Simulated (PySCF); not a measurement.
**How methods differ on the ionisation energy of Pd**

Pd [Kr] 4d10 (1S) → Pd⁺ [Kr] 4d9 (2D), as a difference of total energies. Computed with PySCF 2.14 in aug-cc-pVTZ-PP with ECP28MDF, with a scalar-relativistic core potential. Correlated levels: valence: 4s2 4p6 frozen. The calculations carry no spin-orbit coupling.

```json
{"method": "UHF", "ionisation energy (eV)": "6.237", "error (eV)": "-2.275"}
{"method": "LDA", "ionisation energy (eV)": "9.236", "error (eV)": "+0.724"}
{"method": "PBE", "ionisation energy (eV)": "8.785", "error (eV)": "+0.273"}
{"method": "PBE0", "ionisation energy (eV)": "8.385", "error (eV)": "-0.127"}
{"method": "r2SCAN", "ionisation energy (eV)": "8.420", "error (eV)": "-0.092"}
{"method": "r2SCANh", "ionisation energy (eV)": "8.321", "error (eV)": "-0.191"}
{"method": "BLYP", "ionisation energy (eV)": "8.748", "error (eV)": "+0.236"}
{"method": "MN15", "ionisation energy (eV)": "8.721", "error (eV)": "+0.209"}
{"method": "PBEsol", "ionisation energy (eV)": "8.851", "error (eV)": "+0.339"}
{"method": "MP2 (valence)", "ionisation energy (eV)": "8.675", "error (eV)": "+0.163"}
{"method": "SCS-MP2 (valence)", "ionisation energy (eV)": "8.438", "error (eV)": "-0.074"}
```

Reference: 8.512 eV (measured; NIST levels, between the centres of gravity of the two terms).

Errors of the correlated levels include the incompleteness of this basis and the frozen core.
